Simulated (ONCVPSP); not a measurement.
# Co, ONCV: configuration errors across variants

* Element: cobalt (Co)
* Generator: ONCVPSP 4.0.1
* Type: optimised norm-conserving Vanderbilt (ONCV)
* Functional: PBE
* Relativity: scalar-relativistic
* Frozen core: [Ar]
* Valence charge: 9
* Reference configuration: 3d8 4s1
* Partial waves: 4s: rc 2.60 bohr, ncon 4, nbas 7, qcut 2.1 1/bohr, 1 projector; p scattering state at 0.41 Ha: rc 2.15 bohr, ncon 4, nbas 7, qcut 4 1/bohr, 2 projectors, debl 0.5 Ha; 3d: rc 1.25 bohr, ncon 5, nbas 10, qcut 13.5 1/bohr, 1 projector; f scattering state at 0.45 Ha: rc 2.50 bohr, ncon 4, nbas 7, qcut 5 1/bohr, 2 projectors, debl 1.6 Ha
* Local potential: polynomial inside 1.25 bohr (lpopt 5, dvloc0 0 Ha)
* Core correction: Teter function, fcfact 3.5, rcfact 1

All-electron excitation energies from the reference (eV): (1) 3d7 4s2 1.204; (2) 3d7 4s1 10.235; (3) 3d7 4s0 27.020; (4) 3d7.5 4s1.5 0.243.

1 further variants failed, have other tests or too few solved ones, and are left out.

A true bound ghost makes a file unfit for plane-wave use even where its test errors are small: the radial tests pick states by their node count and pass the ghost by.

Errors AE − PS in meV (a dash: test not solved or not reliable):

```tsv
change	(1)	(2)	(3)	(4)	bound ghosts	GHOST(+) flags above zero
base	-57	-43	+15	-9.0	s	p
local potential polynomial inside 1.25 bohr (lpopt 5, dvloc0 -1 Ha)	-45	-31	+18	-7.0	s	p
core correction Teter function, fcfact 4.75, rcfact 1.65	-91	-92	-324	-16	s	p
core correction Teter function, fcfact 2.8, rcfact 1	-56	-43	+16	-8.8	s	p
core correction Teter function, fcfact 3.5, rcfact 1.56	-80	-74	-186	-14	s	p
s: qcut 2.6; p: qcut 5; d: qcut 17; f: qcut 6.3	-78	-48	+36	-13	s, p	none
f: rc 2.46	-57	-43	+15	-9.0	s	p
p: ncon 5, nbas 8	-57	-43	+15	-9.0	s, p	none
```

**Question.** Give the same row for: s: qcut 2.5.

**Answer.** -73, -47, +31, -12; bound ghosts: s; GHOST(+) flags above zero: p.
